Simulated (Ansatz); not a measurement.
# Ligand exchange: C2H5Cl + AuOH → C2H6O + AuCl

Species: C2H5Cl (chloroethane) `CCCl`, singlet; AuOH `[OH][Au]`, singlet; C2H6O (ethanol) `CCO`, singlet; AuCl (gold monochloride), singlet. The partners trade Cl for OH: C–Cl and Au–OH bonds give way to C–OH and Au–Cl.

Shapes, held fixed at every level: PBE0-D4/def2-TZVP. Flexible molecules stand in one conformer, not always the lowest. Programs: Ansatz 0.2.0. The zero-point and thermal change to 298 K, harmonic and unscaled (PBE0-D4/def2-TZVP), is +5.3 kJ/mol.

**Question.** Estimate ΔH(298 K) of this reaction.

**Answer.** The highest level, CCSD(T)/def2-TZVPP, gives ΔH(298 K) = -94.6 kJ/mol; the levels span -102.7 to -82.3. The column of differences is taken from that level and isn't an error. No measured value is set beside it here. T1 is large for AuOH, AuCl, so single-reference values are less sure there. For atoms past krypton def2 sets carry core potentials with scalar relativity. Correlated rows may include outer-core shells of Au, which these sets cover unevenly. Times are processor times on shared x86 and Arm servers, and rough.

```
              level                    kind  ΔH(298 K) (kJ/mol)  less CCSD(T)/def2-TZVPP  CPU time (sum over the molecules)
  PBE-D4/def2-TZVPP                     GGA               -82.3                    +12.3                               10 s
B3LYP-D4/def2-TZVPP           global hybrid               -94.2                     +0.4                               14 s
 PBE0-D4/def2-TZVPP           global hybrid              -101.0                     -6.4                               11 s
 wB97X-V/def2-TZVPP  range-separated hybrid              -102.7                     -8.1                               28 s
  B2PLYP/def2-TZVPP           double hybrid               -92.4                     +2.2                               19 s
       MP2/def2-SVP     perturbation theory               -97.2                     -2.6                                  –
    CCSD/def2-TZVPP   coupled cluster or CI              -102.6                     -8.0                                  –
 CCSD(T)/def2-TZVPP   coupled cluster or CI               -94.6                      0.0                              100 s
```
